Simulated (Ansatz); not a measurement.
An input meant for `CCCCCCCCCCCCCCCCCCS` (charge 0, singlet).

```yaml
crystal:
  periodic: [false, false, false]
  atoms:
    - {symbol: C, position_ang: [-9.572010, 1.099323, -0.243108]}
    - {symbol: C, position_ang: [-8.118314, 1.016135, -0.709826]}
    - {symbol: C, position_ang: [-7.319624, -0.087239, -0.005714]}
    - {symbol: C, position_ang: [-5.868000, -0.244295, -0.479044]}
    - {symbol: C, position_ang: [-4.957533, 0.948449, -0.160889]}
    - {symbol: C, position_ang: [-3.506276, 0.791163, -0.635467]}
    - {symbol: C, position_ang: [-2.712707, -0.318335, 0.062382]}
    - {symbol: C, position_ang: [-1.254143, -0.410375, -0.393921]}
    - {symbol: C, position_ang: [-0.466955, -1.529635, 0.295654]}
    - {symbol: C, position_ang: [0.990417, -1.678781, -0.162704]}
    - {symbol: C, position_ang: [1.900549, -0.503408, 0.215631]}
    - {symbol: C, position_ang: [3.356869, -0.633243, -0.252591]}
    - {symbol: C, position_ang: [4.126239, -1.815295, 0.355901]}
    - {symbol: C, position_ang: [5.612867, -1.910590, -0.039892]}
    - {symbol: C, position_ang: [6.602550, -1.176246, 0.881711]}
    - {symbol: C, position_ang: [6.454439, 0.346132, 1.008834]}
    - {symbol: C, position_ang: [6.698414, 1.120157, -0.288062]}
    - {symbol: C, position_ang: [6.512269, 2.633731, -0.163754]}
    - {symbol: S, position_ang: [7.678001, 3.487512, 0.976935]}
    - {symbol: H, position_ang: [-10.129978, 1.900187, -0.769255]}
    - {symbol: H, position_ang: [-9.634410, 1.309600, 0.845423]}
    - {symbol: H, position_ang: [-10.109553, 0.144365, -0.422658]}
    - {symbol: H, position_ang: [-8.086279, 0.840097, -1.808824]}
    - {symbol: H, position_ang: [-7.625127, 1.999819, -0.550703]}
    - {symbol: H, position_ang: [-7.851793, -1.054306, -0.146803]}
    - {symbol: H, position_ang: [-7.328898, 0.099588, 1.092825]}
    - {symbol: H, position_ang: [-5.857377, -0.426457, -1.578450]}
    - {symbol: H, position_ang: [-5.444810, -1.163282, -0.019635]}
    - {symbol: H, position_ang: [-4.967161, 1.129389, 0.938665]}
    - {symbol: H, position_ang: [-5.380673, 1.867903, -0.619301]}
    - {symbol: H, position_ang: [-2.972226, 1.756148, -0.488788]}
    - {symbol: H, position_ang: [-3.497904, 0.610523, -1.734795]}
    - {symbol: H, position_ang: [-2.743592, -0.152631, 1.163792]}
    - {symbol: H, position_ang: [-3.204796, -1.302259, -0.104116]}
    - {symbol: H, position_ang: [-1.222590, -0.567756, -1.496498]}
    - {symbol: H, position_ang: [-0.758721, 0.570542, -0.219057]}
    - {symbol: H, position_ang: [-0.998818, -2.492226, 0.127150]}
    - {symbol: H, position_ang: [-0.488513, -1.367070, 1.397696]}
    - {symbol: H, position_ang: [1.400644, -2.616516, 0.269425]}
    - {symbol: H, position_ang: [1.016738, -1.819884, -1.267986]}
    - {symbol: H, position_ang: [1.882272, -0.374472, 1.322679]}
    - {symbol: H, position_ang: [1.480583, 0.437258, -0.201565]}
    - {symbol: H, position_ang: [3.884100, 0.316637, -0.023483]}
    - {symbol: H, position_ang: [3.379450, -0.725344, -1.362991]}
    - {symbol: H, position_ang: [3.617851, -2.756253, 0.055494]}
    - {symbol: H, position_ang: [4.041537, -1.778611, 1.467174]}
    - {symbol: H, position_ang: [5.735776, -1.567901, -1.091786]}
    - {symbol: H, position_ang: [5.912703, -2.980053, -0.049848]}
    - {symbol: H, position_ang: [6.523667, -1.620850, 1.898452]}
    - {symbol: H, position_ang: [7.636822, -1.401473, 0.537822]}
    - {symbol: H, position_ang: [5.447464, 0.598982, 1.411872]}
    - {symbol: H, position_ang: [7.180557, 0.705570, 1.769803]}
    - {symbol: H, position_ang: [6.002729, 0.765079, -1.080957]}
    - {symbol: H, position_ang: [7.725552, 0.907017, -0.657042]}
    - {symbol: H, position_ang: [5.473187, 2.887374, 0.134484]}
    - {symbol: H, position_ang: [6.690670, 3.127854, -1.140401]}
    - {symbol: H, position_ang: [7.113875, 3.058221, 2.140091]}
basis:
  gaussian: {orbitals: def2-SVP, fitting: {mean_field: def2-universal-jkfit}}
total_charge: 4
hamiltonian: {xc: {name: HSE06}}
scf: {omitted_lower_state_checks: [starts]}
```

```sh
$ ansatz run in.yaml --threads 2 --pin off --events-out ev --progress --plain --max-ram 22528MiB --backend cuda --devices 0, --max-vram 18GiB
```

Output, abridged:

```
Functional definition: HSE06
2162 factors; integrals over basis functions are off by at most 3.1e-1 eV
2162 factors; integrals over basis functions are off by at most 1.8e-7 eV
mean field evaluation 1: about -29894.3208 eV, gradient 1.7e2 eV
mean field evaluation 2: about -24003.9035 eV, gradient 7.8e2 eV
mean field evaluation 4: about -28476.6977 eV, gradient 4.3e2 eV
mean field evaluation 8: about -30021.8609 eV, gradient 8.0e0 eV
mean field evaluation 16: about -30024.1325 eV, gradient 6.3e-3 eV
mean field -30024.13246294 eV, -1103.3665169250 hartree, gradient 3.6e-6 eV, S^2 0.000000; 0 other end points of the search recorded, 0 dependent functions left out
reference -30024.13255198 eV, -1103.3665201974 hartree; 79, 79 occupied and 381, 381 virtual orbitals, 2162 factors
Total energy: -30024.13255198 eV, -1103.3665201974 hartree
Checks for a lower state left out: starts
```

Q: Something in this input is off. What?

A: The charge is far from what the species holds (4 typed, 0 meant). Self-consistency was reached. The result belongs to that input, not to the species as meant.
